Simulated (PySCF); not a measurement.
## How the method moves the HOMO and LUMO of `OB1OCCO1`

Compound: C2H5BO3.
Atom-mapped SMILES: `[OH:1][B:2]1[O:3][CH2:4][CH2:5][O:6]1` (hydrogens: H7 on O1; H8, H9 on C4; H10, H11 on C5)

Cartesian coordinates in Å at the PBE0-D3(BJ)/def2-SVP level; atoms count from 1:
```xyz
11
C2H5BO3 angstrom
O      2.4349   -0.1089   -0.4913
B      1.1365   -0.0720   -0.1223
O      0.6487    0.7134    0.8935
C     -0.7438    0.4883    0.9863
C     -1.0564   -0.5657   -0.1038
O      0.1779   -0.8282   -0.7360
H      2.9723    0.4762    0.0505
H     -1.2846    1.4345    0.8194
H     -0.9963    0.1331    1.9987
H     -1.7820   -0.1942   -0.8460
H     -1.4622   -1.4983    0.3219
```

Basis pcSseg-2 throughout (PySCF), one geometry. Geometry: PBE0-D3(BJ)/def2-SVP, one conformer, isolated molecule.

Question: How do the orbital energies, the gap and the dipole change with the method?

Answer: 
```json
{"method": "BLYP", "kind": "GGA", "HOMO (eV)": "-6.40", "LUMO (eV)": "-0.40", "gap (eV)": "6.00", "μ (D)": "2.31", "SCF cycles": "15"}
{"method": "OPBE", "kind": "GGA", "HOMO (eV)": "-6.42", "LUMO (eV)": "-0.20", "gap (eV)": "6.22", "μ (D)": "2.16", "SCF cycles": "16"}
{"method": "PBE", "kind": "GGA", "HOMO (eV)": "-6.46", "LUMO (eV)": "-0.37", "gap (eV)": "6.09", "μ (D)": "2.26", "SCF cycles": "16"}
{"method": "B97-D", "kind": "GGA", "HOMO (eV)": "-6.50", "LUMO (eV)": "-0.20", "gap (eV)": "6.30", "μ (D)": "2.27", "SCF cycles": "15"}
{"method": "BP86", "kind": "GGA", "HOMO (eV)": "-6.57", "LUMO (eV)": "-0.26", "gap (eV)": "6.31", "μ (D)": "2.28", "SCF cycles": "15"}
{"method": "LDA", "kind": "LDA", "HOMO (eV)": "-6.58", "LUMO (eV)": "-0.52", "gap (eV)": "6.06", "μ (D)": "2.38", "SCF cycles": "15"}
{"method": "KT2", "kind": "GGA", "HOMO (eV)": "-6.59", "LUMO (eV)": "-0.42", "gap (eV)": "6.17", "μ (D)": "2.22", "SCF cycles": "16"}
{"method": "KT3", "kind": "GGA", "HOMO (eV)": "-6.63", "LUMO (eV)": "-0.54", "gap (eV)": "6.10", "μ (D)": "2.19", "SCF cycles": "16"}
{"method": "B97-2", "kind": "global hybrid", "HOMO (eV)": "-7.74", "LUMO (eV)": "0.47", "gap (eV)": "8.21", "μ (D)": "2.36", "SCF cycles": "13"}
{"method": "B3LYP", "kind": "global hybrid", "HOMO (eV)": "-7.79", "LUMO (eV)": "0.09", "gap (eV)": "7.88", "μ (D)": "2.41", "SCF cycles": "13"}
{"method": "PBE0", "kind": "global hybrid", "HOMO (eV)": "-8.00", "LUMO (eV)": "0.43", "gap (eV)": "8.44", "μ (D)": "2.38", "SCF cycles": "14"}
{"method": "mPW1PW91", "kind": "global hybrid", "HOMO (eV)": "-8.05", "LUMO (eV)": "0.42", "gap (eV)": "8.46", "μ (D)": "2.39", "SCF cycles": "13"}
{"method": "CAM-B3LYP", "kind": "range-separated hybrid", "HOMO (eV)": "-9.49", "LUMO (eV)": "1.10", "gap (eV)": "10.58", "μ (D)": "2.51", "SCF cycles": "13"}
{"method": "BHandHLYP", "kind": "global hybrid", "HOMO (eV)": "-9.53", "LUMO (eV)": "0.95", "gap (eV)": "10.48", "μ (D)": "2.54", "SCF cycles": "13"}
{"method": "wB97X-D", "kind": "range-separated hybrid", "HOMO (eV)": "-9.93", "LUMO (eV)": "2.20", "gap (eV)": "12.12", "μ (D)": "2.43", "SCF cycles": "14"}
{"method": "LC-wPBE", "kind": "range-separated hybrid", "HOMO (eV)": "-10.81", "LUMO (eV)": "2.29", "gap (eV)": "13.09", "μ (D)": "2.52", "SCF cycles": "13"}
{"method": "HF", "kind": "Hartree–Fock", "HOMO (eV)": "-11.89", "LUMO (eV)": "2.59", "gap (eV)": "14.48", "μ (D)": "2.63", "SCF cycles": "10"}
```

The HOMO spans 5.49 eV, from BLYP down to HF, and the gap runs from 6.00 eV (BLYP) to 14.48 eV (HF). Over the methods BLYP (0 %), OPBE (0 %), PBE (0 %), B97-D (0 %), BP86 (0 %), LDA (0 %), KT2 (0 %), KT3 (0 %), B97-2 (21 %), B3LYP (20 %), PBE0 (25 %), mPW1PW91 (25 %), BHandHLYP (50 %), HF (100 %), a straight line through the gap against the share of exact exchange rises by 0.84 eV for each 10 % (correlation coefficient 0.998). The dipole ranges from 2.16 D (OPBE) to 2.63 D (HF). This basis has no diffuse functions.

The vertical ΔSCF ionisation energy at CAM-B3LYP/def2-SVPD is 10.57 eV; −ε(HOMO) comes closest to it with LC-wPBE (10.81 eV).
